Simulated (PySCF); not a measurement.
C2H8BNO.

```xyz
13

B     -0.3649     0.7493     0.8744
H     -1.0908     0.0697     1.5703
O      0.5099     0.1739    -0.0017
C      0.5637    -1.2250    -0.2023
C     -0.2172    -1.6348    -1.4412
H      1.6258    -1.5031    -0.3139
H      0.1762    -1.7553     0.6871
H      0.1526    -1.0945    -2.3267
H     -0.1164    -2.7166    -1.6257
H     -1.2877    -1.4029    -1.3219
N     -0.4183     2.1483     0.9725
H     -1.0329     2.6299     1.6138
H      0.1671     2.7561     0.4112
```

Coordinates come from a B3LYP-D3(BJ)/def2-SVP optimisation. This is a generated structure with no PubChem entry under its InChIKey; it may be hypothetical. The values are those of a single conformer.

Level of theory: PBE/pcSseg-1 run with PySCF. Non-relativistic, no solvent.

Computed absolute GIAO shielding of each atom: isotropic value and principal components (ppm):
```
atom  σ(iso)    σ11    σ22    σ33   span
----  ------  -----  -----  -----  -----
B1      70.2   44.3   76.6   89.5   45.1
H2      27.0   25.4   27.4   28.2    2.9
O3     175.5   27.6  197.8  301.2  273.6
C4     109.6   79.8   88.6  160.4   80.7
C5     158.7  140.9  155.6  179.7   38.8
H6      27.1   22.6   27.2   31.6    9.1
H7      27.2   23.2   27.7   30.8    7.6
H8      29.8   26.8   28.0   34.6    7.9
H9      30.3   26.8   27.4   36.6    9.7
H10     30.1   26.9   29.0   34.5    7.5
N11    181.5  108.9  200.2  235.4  126.6
H12     28.6   24.0   25.5   36.2   12.2
H13     28.5   23.6   25.7   36.1   12.6
```
